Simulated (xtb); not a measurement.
C2H2F3O (SMILES O[CH]C(F)(F)F), doublet, at a GFN2-xTB geometry; GFN2-xTB (xtb 6.7.1).

Input for xtb:
```
$ xtb mol.xyz --gfn 2 --chrg 0 --uhf 1 --json

# file mol.xyz
8

O     -2.00932597    -0.50814145     0.19200975
C     -0.86567464    -0.59712044    -0.51356741
C      0.37195730     0.06856879    -0.06899920
F      0.25774762     0.51882341     1.19521870
F      1.45011722    -0.73759296    -0.10871849
F      0.71770819     1.14716381    -0.82000509
H     -1.86542218    -0.05361793     1.03625523
H     -0.92782338    -1.06548872    -1.47538970
```

Output, abridged:

```
   ID    Z sym.   atoms
    1    8 O      1
    2    6 C      2, 3
    3    9 F      4-6
    4    1 H      7, 8

           -------------------------------------------------
          |                Calculation Setup                |
           -------------------------------------------------

           -------------------------------------------------
          |                 G F N 2 - x T B                 |
           -------------------------------------------------

          ...................................................
          :                      SETUP                      :
          :.................................................:
          :  # basis functions                  26          :
          :  # atomic orbitals                  26          :
          :  # shells                           14          :
          :  # electrons                        37          :
          :  max. iterations                   250          :
          :  Hamiltonian                  GFN2-xTB          :
          :  restarted?                      false          :
          :  GBSA solvation                  false          :
          :  PC potential                    false          :
          :  electronic temp.          300.0000000     K    :
          :  accuracy                    1.0000000          :
          :  -> integral cutoff          0.2500000E+02      :
          :  -> integral neglect         0.1000000E-07      :
          :  -> SCF convergence          0.1000000E-05 Eh   :
          :  -> wf. convergence          0.1000000E-03 e    :
          :  Broyden damping             0.4000000          :
          :  net charge                          0          :
          :  unpaired electrons                  1          :
          ...................................................

 iter      E             dE          RMSdq      gap      omega  full diag
   1    -23.5385683 -0.235386E+02  0.488E+00   10.02       0.0  T
   2    -23.5844167 -0.458484E-01  0.271E+00    9.25       1.0  T
   3    -23.5862587 -0.184206E-02  0.134E+00    9.48       1.0  T
   4    -23.5870228 -0.764068E-03  0.111E-01    9.34       1.0  T
   5    -23.5870284 -0.558124E-05  0.472E-02    9.35       1.0  T
   6    -23.5870291 -0.681845E-06  0.126E-02    9.35       2.8  T
   7    -23.5870292 -0.117946E-06  0.366E-03    9.35       9.7  T
   8    -23.5870292 -0.169091E-07  0.128E-03    9.35      27.6  T
   9    -23.5870292 -0.111798E-08  0.310E-04    9.35     113.9  T
  10    -23.5870292 -0.349551E-10  0.705E-05    9.35     501.4  T

   *** convergence criteria satisfied after 10 iterations ***

         :::::::::::::::::::::::::::::::::::::::::::::::::::::
         ::                     SUMMARY                     ::
         :::::::::::::::::::::::::::::::::::::::::::::::::::::
         :: total energy             -23.491743025710 Eh    ::
         :: gradient norm              0.000047223308 Eh/a0 ::
         :: HOMO-LUMO gap              9.349079456926 eV    ::
         ::.................................................::
         :: SCC energy               -23.587028362032 Eh    ::
         :: -> isotropic ES            0.054751076539 Eh    ::
         :: -> anisotropic ES          0.002635810511 Eh    ::
         :: -> anisotropic XC         -0.018650657854 Eh    ::
         :: -> dispersion             -0.003376111903 Eh    ::
         :: repulsion energy           0.095285336321 Eh    ::
         :: add. restraining           0.000000000000 Eh    ::
         :: total charge               0.000000000000 e     ::
         :::::::::::::::::::::::::::::::::::::::::::::::::::::

           -------------------------------------------------
          |                Property Printout                |
           -------------------------------------------------

    * Orbital Energies and Occupations

         #    Occupation            Energy/Eh            Energy/eV
[...]
         8        2.0000           -0.6363529             -17.3160
         9        2.0000           -0.6320707             -17.1995
        10        2.0000           -0.5869147             -15.9708
        11        2.0000           -0.5663859             -15.4121
        12        2.0000           -0.5633751             -15.3302
        13        2.0000           -0.5581730             -15.1887
        14        2.0000           -0.5544329             -15.0869
        15        2.0000           -0.5466687             -14.8756
        16        2.0000           -0.5439004             -14.8003
        17        2.0000           -0.5392347             -14.6733
        18        2.0000           -0.5049817             -13.7413
        19        1.0000           -0.3561108              -9.6903 (HOMO)
        20                         -0.0125385              -0.3412 (LUMO)
        21                          0.0242378               0.6595
        22                          0.0469841               1.2785
        23                          0.0678071               1.8451
        24                          0.1262511               3.4355
        25                          0.2634058               7.1676
        26                          0.2720098               7.4018
      -------------------------------------------------------------
                  HL-Gap            0.3435723 Eh            9.3491 eV
             Fermi-level           -0.3074355 Eh           -8.3657 eV

     #   Z          covCN         q      C6AA      α(0)
     1   8 O        1.658    -0.304    19.078     5.896
     2   6 C        2.764     0.010    27.771     8.630
     3   6 C        3.329     0.476    17.508     6.641
     4   9 F        0.791    -0.207    11.306     3.972
     5   9 F        0.791    -0.201    11.246     3.961
     6   9 F        0.790    -0.209    11.332     3.976
     7   1 H        0.804     0.336     0.622     1.239
     8   1 H        0.926     0.099     1.797     2.096

 Mol. C6AA /au·bohr⁶  :        667.227791
 Mol. C8AA /au·bohr⁸  :      14081.150674
 Mol. α(0) /au        :         36.412472

Wiberg/Mayer (AO) data.
largest (>0.10) Wiberg bond orders for each atom

 ---------------------------------------------------------------------------
     #   Z sym  total        # sym  WBO       # sym  WBO       # sym  WBO
 ---------------------------------------------------------------------------
     1   8 O    2.230 --     2 C    1.318     7 H    0.864
     2   6 C    3.382 --     1 O    1.318     3 C    1.007     8 H    0.959
     3   6 C    3.842 --     2 C    1.007     4 F    0.944     5 F    0.942
                             6 F    0.923
     4   9 F    1.074 --     3 C    0.944
     5   9 F    1.078 --     3 C    0.942
     6   9 F    1.068 --     3 C    0.923
     7   1 H    0.887 --     1 O    0.864
     8   1 H    0.990 --     2 C    0.959
 ---------------------------------------------------------------------------

Topologies differ in total number of bonds
Writing topology from bond orders to xtbtopo.mol

molecular dipole:
                 x           y           z       tot (Debye)
 q only:       -0.821      -0.267       0.099
   full:       -0.776      -0.189       0.192       2.088
molecular quadrupole (traceless):
                xx          xy          yy          xz          yz          zz
 q only:       -1.103      -0.786      -0.870      -1.681       1.176       1.974
  q+dip:       -2.235      -0.870      -0.849      -1.381       1.829       3.084
   full:       -2.307      -1.200      -0.773      -1.734       1.570       3.080

           -------------------------------------------------
          | TOTAL ENERGY              -23.491743025710 Eh   |
          | GRADIENT NORM               0.000047223308 Eh/α |
          | HOMO-LUMO GAP               9.349079456926 eV   |
           -------------------------------------------------

normal termination of xtb
```
